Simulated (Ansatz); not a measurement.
Cu₄Te₂. Total charge 0; singlet. Geometry PBE-D4/def2-SVP; atoms count from 1.

Cartesian coordinates in Å:
```
Cu -0.386 1.117 0.228
Cu -0.936 0.456 -2.099
Cu 1.108 -0.183 -1.102
Cu -1.081 -1.097 -0.324
Te 1.939 0.393 1.190
Te -0.644 -0.686 2.108
```

In the def2 sets Te takes a core potential; there is no spin–orbit coupling. Another isomer (singlet) lies 0.91 eV lower at PBE0-D4/def2-TZVP; other spin states weren't run for this one.

Question: Estimate the Mulliken populations from the PBE0/def2-TZVP orbitals of Ansatz.

Answer: 
```
atom  charge (e)  d electrons
 Cu1        0.19         9.84
 Cu2       -0.13         9.89
 Cu3        0.12         9.86
 Cu4        0.12         9.86
 Te5       -0.16            –
 Te6       -0.16            –
```
Mulliken values depend strongly on the basis.

Question: And the Mayer bond orders between heavy atoms (over 0.3)?

Answer: Cu1–Cu2 0.31 (2.48 Å); Cu1–Te5 0.53 (2.62 Å); Cu1–Te6 0.53 (2.62 Å); Cu2–Cu3 0.46 (2.36 Å); Cu2–Cu4 0.46 (2.36 Å); Cu3–Te5 0.75 (2.51 Å); Cu4–Te6 0.75 (2.51 Å); Te5–Te6 0.94 (2.95 Å).
